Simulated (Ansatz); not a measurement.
This geometry of CH10B2SSi2 (16 atoms, charge 0, multiplicity 1) is a first-order saddle point.

All numbers below come from RKS B3LYP/STO-3G in Ansatz.

```xyz
16
Properties=species:S:1:pos:R:3
B -1.095 -1.128 -1.643
Si 0.589 -0.263 -1.187
B 1.777 -1.342 -0.061
S 1.311 -2.473 1.185
Si 0.026 1.625 -0.042
C -0.837 1.276 1.603
H -1.697 -1.752 -0.850
H -1.583 -1.031 -2.705
H 1.283 0.189 -2.374
H 2.935 -1.229 -0.185
H -0.046 -2.377 1.073
H 1.219 2.404 0.217
H -0.841 2.454 -0.852
H -0.262 1.682 2.445
H -1.832 1.738 1.633
H -0.971 0.203 1.788
```

Q: Which two structures does it join? (They come from a converged band through this point; their orientation in space is the band's.)

A: No bond is made or broken. The dihedral Si2–Si5–C6–H16 goes from -62 to 59°. The two ends are copies of one structure, up to a mirror image or an exchange of like atoms.

First end point:

```xyz
16
Properties=species:S:1:pos:R:3
B -0.804 -1.451 -1.553
Si 0.683 -0.265 -1.136
B 1.976 -1.008 0.135
S 1.643 -2.064 1.485
Si -0.247 1.596 -0.208
C -1.114 1.244 1.427
H -1.331 -2.087 -0.718
H -1.247 -1.547 -2.636
H 1.349 0.183 -2.341
H 3.106 -0.721 0.031
H 0.294 -2.206 1.325
H 0.777 2.592 0.025
H -1.210 2.186 -1.115
H -0.427 0.812 2.165
H -1.520 2.168 1.858
H -1.950 0.544 1.301
```

Last end point:

```xyz
16
Properties=species:S:1:pos:R:3
B -1.132 -1.101 -1.632
Si 0.570 -0.262 -1.199
B 1.754 -1.362 -0.089
S 1.284 -2.472 1.173
Si 0.050 1.627 -0.037
C -0.792 1.264 1.608
H -1.730 -1.717 -0.830
H -1.636 -0.997 -2.687
H 1.255 0.183 -2.395
H 2.912 -1.281 -0.237
H -0.072 -2.344 1.085
H 1.252 2.390 0.226
H -0.826 2.475 -0.818
H -1.004 2.195 2.151
H -1.746 0.739 1.469
H -0.163 0.642 2.257
```

Q: How far does it lie above each of them?

A: 0.056 eV above the first and 0.056 eV above the second. This is the barrier of this one path; another mechanism may lie lower. Limits of this set-up: minimal basis.

Time of the run: 3.1 min on 1 thread of Arm Neoverse V1, with other jobs on the host, peak memory 0.14 GiB.
